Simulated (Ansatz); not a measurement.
Reaction (homolysis of the Cl–Si bond): `O[Si](O)(O)Cl` → Cl• + `O[Si](O)O`•

Gas-phase electronic energies from Ansatz, PBE0-D4/def2-TZVP geometries. CBS: MP2 limit from def2 TZ/QZ plus the TZ coupled-cluster correction, frozen cores. This one scheme is used for every species, atoms too. No spin–orbit coupling; open shells (•) take unrestricted orbitals. Spin–orbit coupling would lower the free atoms: a little for Cl. Each species was taken in one conformer, which may not be the lowest.

`O[Si](O)(O)Cl`:

```xyz
8

O     1.125    0.001    1.153
Si   -0.019   -0.020    0.006
O    -0.760    1.419   -0.048
O     0.658   -0.336   -1.431
Cl   -1.400   -1.483    0.447
H     0.849    0.095    2.065
H    -1.514    1.519   -0.630
H     1.060   -1.196   -1.562
```

`O[Si](O)O`•:

Cartesian coordinates in Å:
```
O -1.409 -0.277 0.427
Si -0.031 -0.251 -0.476
O 1.213 -1.094 0.174
O 0.453 1.318 -0.527
H -1.904 -1.099 0.444
H 1.919 -0.574 0.567
H -0.239 1.977 -0.609
```

| species | CCSD/def2-TZVPP energy (Eh) |
| --- | --- |
| `O[Si](O)(O)Cl` | -976.17836 |
| Cl• | -459.65888 |
| `O[Si](O)O`• | -516.33377 |

(1) Work out ΔE.

Largest T1 diagnostic among the species: 0.014.

Results:

(1) ΔE = (-459.65888) + (-516.33377) − (-976.17836) = 0.18571 Eh = +116.5 kcal/mol. CCSD(T)/CBS gives +122.3 kcal/mol.

The D4 term adds +3.0 kcal/mol with B3LYP and +1.5 kcal/mol with PBE0; it sums over pairs of atoms, weighted by their polarisabilities, and B3LYP, whose exchange is more repulsive, gets the larger term. Leaving LDA and LC-ωPBE aside and taking each functional with its dispersion term where it has one, the values, not all of them listed here, spread over 10.0 kcal/mol, from BLYP-D4 to B97M-V. LDA lies +16.3 kcal/mol from PBE without D4, its usual overbinding. At CCSD(T), def2-SVP lies −9.4 kcal/mol from the extrapolated value and def2-TZVPP −3.7 kcal/mol: correlation converges slowly with the basis, and small sets miss more of it in the bonded molecule than in its fragments.

B3LYP here is the variant with VWN-RPA as its local correlation; programs differ in this.
